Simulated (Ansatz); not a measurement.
The first iterations of a band of C$_{4}$H$_{10}$OSi (16 atoms, charge 0, multiplicity 1).

Level of theory: RKS revPBE/def2-SVP in Ansatz.

| Item | Value |
| --- | --- |
| movable images | 2 |
| climbing image | yes |
| spring | 5.0 eV/Å² |
| optimiser | quadratic models (default) |
| start path | through a guess of the saddle point |
| force threshold | 0.03 eV/Å |
| iteration limit | 60 |
| end points | relaxed |

Image 0:

```xyz
16
Properties=species:S:1:pos:R:3
C -1.283 -2.303 -0.595
C -0.553 -1.532 -1.432
O 0.259 -0.484 -1.119
Si 0.536 0.268 0.402
C 1.988 1.429 0.093
C -1.013 1.195 0.967
H -1.885 -3.123 -1.012
H -1.297 -2.163 0.497
H -0.560 -1.717 -2.522
H 0.909 -0.790 1.411
H 2.875 0.867 -0.265
H 2.271 1.957 1.028
H 1.732 2.192 -0.670
H -1.877 0.512 1.094
H -1.297 1.973 0.227
H -0.830 1.697 1.940
```

Image 3:

```xyz
16
Properties=species:S:1:pos:R:3
C -1.221 -2.416 -1.688
C -0.664 -1.804 -0.622
O 0.011 -0.620 -0.707
Si 0.516 0.362 0.606
C 1.929 1.412 -0.064
C -0.932 1.411 1.221
H -1.731 -3.380 -1.557
H -1.169 -1.972 -2.693
H -0.717 -2.259 0.389
H 0.989 -0.553 1.712
H 2.758 0.774 -0.431
H 2.332 2.079 0.728
H 1.585 2.048 -0.905
H -1.769 0.772 1.573
H -1.320 2.066 0.413
H -0.619 2.057 2.068
```

| iteration | highest image above the first end (eV) | largest band force component (eV/Å) |
| --- | --- | --- |
| 1 | 6.265 | 15.901 |
| 2 | 1.338 | 4.166 |
| 3 | 0.436 | 2.151 |
| 4 | 0.128 | 0.750 |
| 5 | 0.098 | 0.494 |
| 6 | 0.085 | 0.350 |

Question: Does the band converge within its limit, and where does its top end?

Answer: The forces met the threshold. It ended after 18 iterations with the highest image 0.085 eV above the first end. Another band between the same ends (9 images) ends at a top of the same energy, where a vibrational analysis finds 1 clearly imaginary mode. So few images can step over the top or miss a turn of the path.

Run time: 2.1 min on 2 threads of Arm Neoverse V1 (shared host), peak memory 0.19 GiB.
